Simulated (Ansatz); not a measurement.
CH4BOSb, 8 atoms. The species carries charge 0 and has multiplicity 1. Correlated methods include outer-core shells of Sb, which these sets cover unevenly. Sb: def2 effective core potential. The bonds changed during the relaxation, so this is another structure than the one it started from. All runs use 2 threads of an Arm Neoverse V2 on a shared host. Correlated methods freeze the cores.

Problem. Give the basis size and wall time and peak host memory of each of these runs in Ansatz. RKS PBE0-D4/def2-TZVP relaxation (13 steps); RKS ωB97M-V/def2-SVP energy; RKS PBE0-D4/def2-QZVPP energy; RKS r2SCAN0-D4/def2-TZVPP energy; RKS PBE0-D4/def2-SVP energy; RHF-CCSD(T)/def2-SVP energy; RHF-CCSD(T)/def2-TZVPP energy; RKS ωB97M-V/def2-QZVPP energy; RKS CAM-B3LYP-D4/def2-TZVPP energy; RKS PBE0-D4/def2-TZVP frequencies; RHF-MP2/def2-QZVPP energy; RKS ωB97X-V/def2-TZVPP energy. (An estimate is asked.)

Solution. Ansatz gave: Other jobs shared the machine, so times are rough.

| level | job | functions | wall time | peak host memory (GiB) |
| --- | --- | --- | --- | --- |
| RKS PBE0-D4/def2-SVP | energy | 88 | 1.4 s | 0.16 |
| RKS CAM-B3LYP-D4/def2-TZVPP | energy | 199 | 3.6 s | 0.44 |
| RHF-CCSD(T)/def2-SVP | energy | 88 | 5.5 s | 0.35 |
| RKS r2SCAN0-D4/def2-TZVPP | energy | 199 | 5.5 s | 0.41 |
| RKS ωB97M-V/def2-SVP | energy | 88 | 6 s | 0.25 |
| RKS PBE0-D4/def2-QZVPP | energy | 373 | 7 s | 0.99 |
| RKS ωB97X-V/def2-TZVPP | energy | 199 | 9 s | 0.49 |
| RKS ωB97M-V/def2-QZVPP | energy | 373 | 22 s | 1.1 |
| RHF-MP2/def2-QZVPP | energy | 373 | 29 s | 1.7 |
| RKS PBE0-D4/def2-TZVP | relaxation (13 steps) | 167 | 51 s | 0.37 |
| RKS PBE0-D4/def2-TZVP | frequencies | 167 | 120 s | 0.36 |
| RHF-CCSD(T)/def2-TZVPP | energy | 199 | 2.2 min | 2.8 |
